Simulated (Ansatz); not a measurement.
Cartesian coordinates in Å:
```
F -0.118 0.704 -1.671
Mo 0.000 0.000 0.000
F 0.968 -1.391 -0.654
F -1.533 -0.933 -0.284
F 0.118 -0.704 1.671
F 1.533 0.933 0.285
F -0.968 1.391 0.654
```

The species carries charge 0 and has multiplicity 1. Mo: def2 effective core potential.

**Question.** List the PBE0/def2-TZVPP orbital energies in eV (Ansatz). (Estimate.)

**Answer.** Computed: Occupied: -675.67, -675.67, -675.67, -675.67, -675.67, -675.67, -78.26, -50.80, -50.80, -50.80, -34.63, -34.62, -34.62, -33.59, -33.59, -33.59, -16.95, -16.95, -16.10, -16.10, -16.10, -15.25, -14.05, -14.05, -14.05, -13.43, -13.43, -13.43, -13.39, -13.39, -13.39, -12.76, -12.76, -12.76. Lowest empty: -5.56, -5.56, -5.56, -0.40, -0.40, 0.36, 1.23, 1.23.
